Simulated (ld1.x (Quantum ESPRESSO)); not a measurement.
## Before and after: TM potential for nitrogen

```
Element                 : N
Generator               : ld1.x (Quantum ESPRESSO) 7.5
Type                    : norm-conserving Troullier–Martins (Kleinman–Bylander form)
Functional              : BP86
Relativity              : scalar-relativistic
Frozen core             : [He]
Valence charge          : 5
Reference configuration : 2s2 2p2.5 (charge +0.5)
Partial waves           : 2s (bound): rc 0.85 bohr; 2p (bound): rc 2.30 bohr; 3d channel at 0.05 Ry: rc 2.40 bohr
Local potential         : all-electron potential smoothed inside 0.75 bohr (lloc = -1)
Core correction         : none
```

Change: all radii scaled by about 1.25 (s 1.06, p 2.88, d 3.00 bohr); local potential all-electron potential smoothed inside 0.94 bohr (lloc = -1).

Cutoffs: the cutoffs (Ry, on a coarse ladder) from which the occupation-weighted sum of valence levels, in a spherical-Bessel basis at the reference potential, stays within 10 and 1 mRy of its value at 400 Ry; they do not see the model core or the augmentation charge, which bear on the density cutoff. Errors are all-electron minus pseudo energies relative to the spin-unpolarised reference configuration.

Problem. What does the change do?

Solution. The potential gets softer (55 Ry and 140 Ry → 50 Ry and 120 Ry); of the 7 tests that both files solve, the error grows in 7 and shrinks in 0 by more than 15 % and 0.3 meV (median size 86.3 → 117.7 meV); neither file shows a bound ghost. A larger radius leaves more room for a smooth pseudo-wave, so fewer plane waves are needed. More of the atom is replaced by a form fitted at one configuration, so other configurations suffer.

| quantity | base | changed |
| --- | --- | --- |
| cutoff, loose | 55 Ry | 50 Ry |
| cutoff, tight | 140 Ry | 120 Ry |
| loose cutoff by channel (10 mRy a level) | s 50 Ry, p 25 Ry | s 40 Ry, p 18 Ry |
| bound ghosts | none | none |
| error for 2s2 2p3, meV [ΔE -5.14 eV] | +11 | +32 |
| error for 2s2 2p2, meV [ΔE 8.54 eV] | +28 | +67 |
| error for 2s2 2p1, meV [ΔE 37.46 eV] | +478 | +1024 |
| error for 2s1 2p4, meV [ΔE 6.37 eV] | +59 | +113 |
| error for 2s0 2p5, meV [ΔE 17.90 eV] | +89 | +118 |
| error for 2s2 2p0, meV [ΔE 84.57 eV] | +2143 | +4167 |
| error for 2s1 2p3, meV [ΔE 20.34 eV] | -86 | -196 |
